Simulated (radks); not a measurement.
These are the eigenvalues of the occupied orbitals of an atom or ion with whole-number occupations (hartree). Method: Dirac Kohn-Sham, exchange-only B88, spin-unpolarised, spherical densities, point nucleus; computed with a radial shooting solver on a logarithmic mesh with Libxc functionals.

1s1/2: -78.74067
2s1/2: -8.40252
2p1/2: -6.62005
2p3/2: -6.58579
3s1/2: -2.12176

Which element is it, and in what charge state? The configuration may be excited. Open shells, if any, are shared by 2j + 1.

Answer. Z = 15, phosphorus, charge +4: P4+ in [Ne] 3s1. The list shows which subshells hold electrons but not how many an open one holds; the 1s level, -78.741 hartree, gives Z - s = 12.5 by -(Z - s)^2/2, which with screening and relativity narrows Z to a few neighbours, and the depths of the outer levels then fix element, charge and occupations together.
